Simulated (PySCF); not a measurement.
# Dipole response of K⁻ (potassium, charge -1)

[Ar] 4s2, closed-shell 1S. Calculation: PySCF 2.14, in def2-TZVPPD; no relativity, point nucleus. Coupled (time-dependent) response in atomic units; α is the mean over directions.

```csv
method,mean α (bohr³),C₆ (like pair),S(−4)
UHF,942.3,28700,519800
```

S(−4) is the Cauchy moment in α(ω) = α(0) + S(−4) ω² + …

α(iu) at UHF:

| u (hartree) | α(iu) (bohr³) |
| --- | --- |
| 0 | 942.3 |
| 0.0500 | 399.3 |
| 0.100 | 150.5 |
| 0.200 | 46.74 |
| 0.300 | 23.92 |
| 0.500 | 11.23 |
| 0.750 | 6.580 |
| 1.00 | 4.531 |
| 1.50 | 2.582 |
| 2.00 | 1.661 |
| 3.00 | 0.8415 |
| 5.00 | 0.3326 |

A single London oscillator, α(iu) = α/(1 + u²/ω²), gives C₆ = (3/4) ω α². Matching the computed C₆ needs ω = 4 × 28700 / (3 × 942.3²) = 0.0431 hartree.

For an ion, C₆ is the dispersion term alone; charge-induced terms of lower order in 1/R come first.

The outer electron is barely bound at this level, so radii and moments hang on the diffuse functions.
